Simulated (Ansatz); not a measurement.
**Question.** Name a neutral molecule of Cl, F, N, Si and H with HOMO energy (PBE0/def2-TZVPP) between -8.45 and -8.15 eV and size of the dipole moment (PBE/def2-TZVPP) between 2.15 and 2.45 D (Ansatz, PBE0-D4/def2-TZVP geometry).

**Answer.** `N[SiH](F)Cl` (-8.33 eV, 2.43 D). Other molecules can fit too; these were computed, each in one conformer that needn't be the lowest.
